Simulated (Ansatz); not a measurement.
**From C to Ge: the atomisation energy (no zero-point term)**

One atom is swapped for its congeners: C3H6O2 (methyl acetate) `COC(C)=O`; C2H6O2Si `CC(=O)O[SiH3]`; C2H6GeO2 `CC(=O)[O][GeH3]`. All are singlets with charge 0.

Shapes, held fixed at every level: PBE0-D4/def2-TZVP. Flexible molecules stand in one conformer, not always the lowest. Programs: Ansatz 0.2.0. Values in eV.

```
                level  C3H6O2  C2H6GeO2
     SPW92/def2-TZVPP   54.79     49.98
r2SCAN0-D4/def2-TZVPP   46.42     42.37
   wB97X-V/def2-TZVPP   47.24     43.27
         MP2/def2-SVP   45.85     41.62
       MP2/def2-TZVPP   46.98     42.94
      CCSD/def2-TZVPP   45.17     41.40
   CCSD(T)/def2-TZVPP   45.95     42.14
```

Problem. Estimate the column for C2H6O2Si from its neighbours.

Solution. The mean of the neighbours at CCSD(T)/def2-TZVPP is 44.05 eV, against 43.61 from the run. All rows: SPW92/def2-TZVPP 51.42; r2SCAN0-D4/def2-TZVPP 44.04; wB97X-V/def2-TZVPP 44.93; MP2/def2-SVP 43.08; MP2/def2-TZVPP 44.49; CCSD/def2-TZVPP 42.91; CCSD(T)/def2-TZVPP 43.61 eV. At CCSD(T)/def2-TZVPP the atomisation energy falls at every step, from 45.95 to 42.14 eV. Every level shows the same order. Relativity is left out for Ge unless named. Correlated rows may include outer-core shells of Ge, which these sets cover unevenly. Spin-orbit coupling, which grows down the group, is left out (summed over each molecule's free atoms 0.03, 0.05, 0.15 eV).
